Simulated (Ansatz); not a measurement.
Program: Ansatz. Geometries: PBE0-D4/def2-TZVP. ΔE: electronic, gas phase. CCSD(T)/CBS is the MP2 limit (def2-TZVPP, def2-QZVPP) plus CCSD(T) − MP2 in def2-TZVPP, frozen cores. This one scheme is used for every species. Functionals use def2-TZVPP. HSE06 is defined as in plane-wave codes. For Ge outer-core shells are correlated without core-valence functions, which leaves a few kJ/mol of doubt a bond. Scalar relativity is left out up to krypton. One conformer a species, not always the lowest.

Reaction (hydrogenolysis of the Si–Cl bond): `F[SiH](Cl)[O][GeH3]` + H₂ → `F[SiH2][O][GeH3]` + HCl

```
             level  ΔE (kJ/mol)  difference from CCSD(T)/CBS
       LDA (SPW92)         95.0                         -0.7
            PBE-D4         96.9                          1.2
         revPBE-D4        100.7                          5.0
         r2SCAN-D4        102.7                          7.0
            B97M-V         98.0                          2.3
          HSE06-D4         95.7                          0.0
           r2SCAN0         98.6                          2.9
             HSE06         90.7                         -5.0
           LC-ωPBE         89.3                         -6.4
RPA@PBE/def2-TZVPP         83.8                        -11.9
      MP2/def2-SVP         88.3                         -7.4
  CCSD(T)/def2-SVP         79.9                        -15.8
     HF/def2-TZVPP         80.1                        -15.6
CCSD(T)/def2-TZVPP         90.5                         -5.2
    MP2/def2-QZVPP        102.4                          6.7
      HF/CBS(def2)         80.2                        -15.5
       CCSD(T)/CBS         95.7                            0
```

Problem. What do rigid-rotor, harmonic-oscillator terms from PBE0-D4/def2-TZVP frequencies (298.15 K, 1 bar) make of the CCSD(T)/CBS value? (Estimate.)

Solution. Computed: ΔZPE = +7.9 kJ/mol, ΔH = +100.9 kJ/mol, ΔS = 24 J/(mol·K), ΔG = +93.6 kJ/mol. Modes under 50 cm⁻¹ make the entropy rough.

Largest T1 diagnostic among the species: 0.012.

At CCSD(T), def2-SVP lies −15.8 kJ/mol from the extrapolated value and def2-TZVPP −5.2 kJ/mol. The D4 term adds +9.9 kJ/mol with B3LYP and +5.3 kJ/mol with PBE0; it sums over pairs of atoms, weighted by their polarisabilities, and B3LYP, whose exchange is more repulsive, gets the larger term.

B3LYP here is the variant with VWN-RPA as its local correlation; programs differ in this.
